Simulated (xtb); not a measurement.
C₃H₉OSi (SMILES CO[Si](C)C), doublet, at a GFN2-xTB geometry; GFN0-xTB in xtb.

Input for xtb:
```
$ xtb mol.xyz --gfn 0 --uhf 1 --json

# file mol.xyz
14

C      1.90452480    -0.70742963     0.64244582
O      1.20840243    -0.12648447    -0.42931285
Si    -0.36583798     0.29422034    -0.54235485
C     -0.83913476     1.63795260     0.73014405
C     -1.52376810    -1.21199279    -0.34399243
H      1.48460471    -1.68420376     0.89482328
H      1.86586362    -0.06496564     1.52554104
H      2.94303746    -0.83234589     0.33546628
H     -1.84761689     2.00357650     0.56766526
H     -0.79341441     1.24124988     1.74503572
H     -0.16576344     2.48882457     0.67896605
H     -1.47564350    -1.60389767     0.67265625
H     -1.24891015    -2.01669610    -1.02001637
H     -2.55737663    -0.94993177    -0.54425128
```

Output, abridged:

```
   ID    Z sym.   atoms
    1    6 C      1, 4, 5
    2    8 O      2
    3   14 Si     3
    4    1 H      6-14

           -------------------------------------------------
          |                Calculation Setup                |
           -------------------------------------------------

           -------------------------------------------------
          |                 G F N 0 - x T B                 |
           -------------------------------------------------

          ...................................................
          :                      SETUP                      :
          :.................................................:
          :  # basis functions                  44          :
          :  # atomic orbitals                  43          :
          :  # shells                           29          :
          :  # electrons                        31          :
          :  electronic temp.          300.0000000     K    :
          :  accuracy                    1.0000000          :
          :  -> integral cutoff          0.2500000E+02      :
          :  -> integral neglect         0.1000000E-07      :
          ...................................................

         :::::::::::::::::::::::::::::::::::::::::::::::::::::
         ::                     SUMMARY                     ::
         :::::::::::::::::::::::::::::::::::::::::::::::::::::
         :: total energy             -16.334403131368 Eh    ::
         :: gradient norm              0.030705471154 Eh/a0 ::
         :: HOMO-LUMO gap              3.429599554094 eV    ::
         ::.................................................::
         :: H0 energy                -16.434655496965 Eh    ::
         :: repulsion energy           0.216296566195 Eh    ::
         :: electrostat energy        -0.099827581668 Eh    ::
         :: -> Gsolv                   0.000000000000 Eh    ::
         ::    -> Gsasa                0.000000000000 Eh    ::
         ::    -> Gshift               0.000000000000 Eh    ::
         :: dispersion energy         -0.003763020149 Eh    ::
         :: short-range corr.         -0.012453598781 Eh    ::
         :: add. restraining           0.000000000000 Eh    ::
         :: total charge              -0.000000000000 e     ::
         :::::::::::::::::::::::::::::::::::::::::::::::::::::

           -------------------------------------------------
          |                Property Printout                |
           -------------------------------------------------

    * Orbital Energies and Occupations

         #    Occupation            Energy/Eh            Energy/eV
      -------------------------------------------------------------
         1        2.0000           -0.6774921             -18.4355
       ...           ...                  ...                  ...
         4        2.0000           -0.6173286             -16.7984
         5        2.0000           -0.5521495             -15.0248
         6        2.0000           -0.5413732             -14.7315
         7        2.0000           -0.5308521             -14.4452
         8        2.0000           -0.5295531             -14.4099
         9        2.0000           -0.5273722             -14.3505
        10        2.0000           -0.5243596             -14.2686
        11        2.0000           -0.5239759             -14.2581
        12        2.0000           -0.4911085             -13.3637
        13        2.0000           -0.4433745             -12.0648
        14        2.0000           -0.4316388             -11.7455
        15        2.0000           -0.4173124             -11.3556
        16        1.0000           -0.3247049              -8.8357 (HOMO)
        17                         -0.1986694              -5.4061 (LUMO)
        18                         -0.1903563              -5.1799
        19                         -0.1729936              -4.7074
        20                         -0.1492288              -4.0607
        21                         -0.1485362              -4.0419
        22                         -0.1206571              -3.2832
        23                         -0.1145240              -3.1164
        24                         -0.1000951              -2.7237
        25                         -0.0871896              -2.3725
        26                         -0.0858815              -2.3370
        27                         -0.0796501              -2.1674
       ...                                ...                  ...
        43                          0.5207603              14.1706
      -------------------------------------------------------------
                  HL-Gap            0.1260355 Eh            3.4296 eV
             Fermi-level            0.0000000 Eh            0.0000 eV

     #   Z          covCN         q      C6AA      α(0)
     1   6 C        3.671     0.003    23.194     6.981
     2   8 O        1.620    -0.538    23.576     6.567
     3  14 Si       2.563     0.674   191.324    29.625
     4   6 C        3.648    -0.690    43.369     9.565
     5   6 C        3.648    -0.690    43.374     9.566
     6   1 H        0.924     0.053     2.277     2.360
     7   1 H        0.924     0.053     2.279     2.361
     8   1 H        0.925     0.073     2.053     2.241
     9   1 H        0.925     0.168     1.278     1.768
    10   1 H        0.924     0.181     1.202     1.715
    11   1 H        0.925     0.182     1.192     1.707
    12   1 H        0.924     0.181     1.203     1.715
    13   1 H        0.925     0.182     1.193     1.708
    14   1 H        0.925     0.168     1.278     1.768

 Mol. C6AA /au·bohr⁶  :       2225.661379
 Mol. C8AA /au·bohr⁸  :      72963.897394
 Mol. α(0) /au        :         79.646618

Wiberg/Mayer (AO) data.
largest (>0.10) Wiberg bond orders for each atom

 ---------------------------------------------------------------------------
     #   Z sym  total        # sym  WBO       # sym  WBO       # sym  WBO
 ---------------------------------------------------------------------------
     1   6 C    3.946 --     8 H    0.980     6 H    0.979     7 H    0.979
                             2 O    0.965
     2   8 O    2.216 --     3 Si   1.138     1 C    0.965
     3  14 Si   3.350 --     2 O    1.138     5 C    0.988     4 C    0.988
     4   6 C    3.925 --     3 Si   0.988     9 H    0.961    11 H    0.958
                            10 H    0.953
     5   6 C    3.925 --     3 Si   0.988    14 H    0.961    13 H    0.958
                            12 H    0.953
     6   1 H    0.992 --     1 C    0.979
     7   1 H    0.992 --     1 C    0.979
     8   1 H    1.005 --     1 C    0.980
     9   1 H    0.988 --     4 C    0.961
    10   1 H    0.983 --     4 C    0.953
    11   1 H    0.990 --     4 C    0.958
    12   1 H    0.983 --     5 C    0.953
    13   1 H    0.990 --     5 C    0.958
    14   1 H    0.988 --     5 C    0.961
 ---------------------------------------------------------------------------

Topologies differ in total number of bonds
Writing topology from bond orders to xtbtopo.mol

 dipole moment from electron density (au)
     X       Y       Z
  -0.1632  -0.0563   0.2445  total (Debye):    0.761

           -------------------------------------------------
          | TOTAL ENERGY              -16.334403131368 Eh   |
          | GRADIENT NORM               0.030705471154 Eh/α |
          | HOMO-LUMO GAP               3.429599554094 eV   |
           -------------------------------------------------

normal termination of xtb
```
